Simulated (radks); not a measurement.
Spherical quantum dot in the effective-mass picture: electrons in a hard-walled sphere of radius 5.65, all in effective atomic units (hartree* = m*/eps^2 hartree, bohr* = eps/m* bohr), one dielectric constant everywhere. Method: non-relativistic Kohn-Sham, LDA (Slater exchange, Perdew-Wang correlation), spin-polarised, spherical densities; computed with a radial shooting solver with Libxc functionals. Levels are named by radial order and angular momentum (1s, 1p, 1d, 2s, ...), and open shells are averaged over m.

N = 21, configuration 1s2 1p6 1d10 1f(up 3, down 0). This is the lowest configuration that the search found. Occupied and some empty levels:

level,occupation,eigenvalue (hartree*),<r> (bohr*)
1s up,1,4.7095,3.997
1s down,1,4.7312,3.983
1p up,3,4.7812,4.088
1p down,3,4.8037,4.080
1d up,5,4.9119,4.181
1d down,5,4.9351,4.176
1f up,3,5.0950,4.264
1f down,0,5.1187,4.262
1g up,0,5.3265,4.339
1g down,0,5.3505,4.337
2s up,0,5.3512,2.536
2s down,0,5.3582,2.530
2p up,0,5.6011,2.970
2p down,0,5.6111,2.965
2d up,0,5.9079,3.243
2d down,0,5.9201,3.238

Energy (hartree*): total 55.3162, kinetic 12.250, external 0, Hartree 49.297, exchange-correlation -6.2309.

Electron density:

r (bohr*),n(r) (e/bohr*^3)
0.308,0.0006672
0.589,0.0008355
0.870,0.001162
1.15,0.001728
1.43,0.002664
1.71,0.004151
1.99,0.006431
2.27,0.009776
2.56,0.01451
2.84,0.02083
3.12,0.02872
3.40,0.03769
3.68,0.04647
3.96,0.05292
4.24,0.05435
4.52,0.04849
4.80,0.03540
5.08,0.01877
5.36,0.005138
5.64,0.00001232
